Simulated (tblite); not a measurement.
Species: C₆H₁₃O₂P.
Atom-mapped SMILES: `[CH3:1][CH2:2][P:3]1(=[O:4])[CH2:5][CH2:6][O:7][CH2:8][CH2:9]1` (hydrogens: H10, H11, H12 on C1; H13, H14 on C2; H15, H16 on C5; H17, H18 on C6; H19, H20 on C8; H21, H22 on C9)

Cartesian coordinates in Å at the GFN2-xTB level; atoms count from 1:
```
atom  x, y, z in Å
C1     2.9724    0.3119    0.0856
C2     1.8580   -0.7229    0.1095
P3     0.3039    0.0621   -0.4934
O4     0.4192    0.7040   -1.8086
C5    -0.2801    1.2031    0.8270
C6    -1.7284    1.5422    0.4733
O7    -2.5749    0.4186    0.4943
C8    -2.3376   -0.4855   -0.5571
C9    -1.0076   -1.2272   -0.4137
H10    3.9375   -0.1461    0.2923
H11    2.7921    1.0878    0.8273
H12    3.0095    0.7802   -0.8962
H13    2.0812   -1.5409   -0.5807
H14    1.7157   -1.1372    1.1076
H15    0.3267    2.1095    0.8104
H16   -0.2251    0.7377    1.8102
H17   -1.7485    2.0112   -0.5224
H18   -2.1525    2.2383    1.2027
H19   -3.1768   -1.1868   -0.5315
H20   -2.3453    0.0462   -1.5212
H21   -0.9742   -1.7716    0.5291
H22   -0.8754   -1.9214   -1.2453
```

Calculated harmonic vibrations of the isolated species, GFN2-xTB (tblite), most abundant isotopes, no scaling. Against measured fundamentals such values can be off by several per cent, at times by over 20. One conformer, not necessarily the lowest.

Harmonic wavenumbers (cm⁻¹): 60.7, 99.5, 131.3, 181.0, 188.9, 232.0, 252.0, 277.1, 342.8, 393.5, 401.4, 421.5, 540.3, 652.5, 697.2, 730.4, 756.0, 811.0, 844.4, 904.4, 940.6, 964.6, 971.5, 998.6, 1004.8, 1041.2, 1070.9, 1089.2, 1129.6, 1131.7, 1174.3, 1213.5, 1226.2, 1249.2, 1261.6, 1268.9, 1292.5, 1331.2, 1343.5, 1404.5, 1407.9, 1413.2, 1435.4, 1452.4, 1460.7, 1490.6, 1494.6, 2868.9, 2871.1, 2947.6, 2957.7, 2959.2, 2970.4, 2974.1, 2979.3, 2991.6, 2996.7, 3023.7, 3028.3, 3035.1.

A = 2620, B = 993.3, C = 907.5 MHz; mass 148.065 u (most abundant isotopes); point group C1, symmetry number 1.

Q: Zero-point energy?

A: ½Σν̃ = 40392 cm⁻¹ = 115.49 kcal/mol.

Q: Entropy at 400 K, 1 bar (ideal gas, RRHO, classical rotation)?

A: Translation 42.37, rotation 30.18, vibration 39.37: S = 111.9 cal/(mol K).

Q: And Cp and H(400 K) − H(0)?

A: Cp = 52.63 cal/(mol K), of which vibrations give 44.68 (their classical limit is 60 R = 119.2); H(400 K) − H(0) = 11.80 kcal/mol without the zero-point energy, 8.62 from vibrations.

Q: What must be added to the electronic energy to get the Gibbs energy at 400 K and 1 bar?

A: ZPE + [H(400 K) − H(0)] − T·S = 115.49 + 11.80 − 44.77 = 82.52 kcal/mol.

Q: Blend soft modes into free rotors: weight 1/[1 + (100 cm⁻¹/ν̃)⁴] for the oscillator and the rest for a rotor with moment μB/(μ + B), μ = h/(8π²ν), B = 10⁻⁴⁴ kg m². What vibrational entropy results?

A: 37.51 cal/(mol K) in place of 39.37, which changes −T·S at 400 K by +0.74 kcal/mol.

Q: Which modes carry the vibrational entropy at 400 K?

A: 60.7 cm⁻¹: 5.02; 99.5 cm⁻¹: 4.04; 131.3 cm⁻¹: 3.50; 181.0 cm⁻¹: 2.87; 188.9 cm⁻¹: 2.79; 232.0 cm⁻¹: 2.40 cal/(mol K); the other 54 give 18.74 together.

Hindered rotation and anharmonicity are outside this model. Other conformers, if any are populated, would add a mixing term that is left out. The structure is chiral; the term R ln 2 for an equal mix with its mirror image is left out.

Hardware: Arm Neoverse V1, one thread, shared host with 32 logical CPUs at a one-minute load of 11. Cost: 1.0 s of wall time. This covers the Hessian and the dipole derivatives.
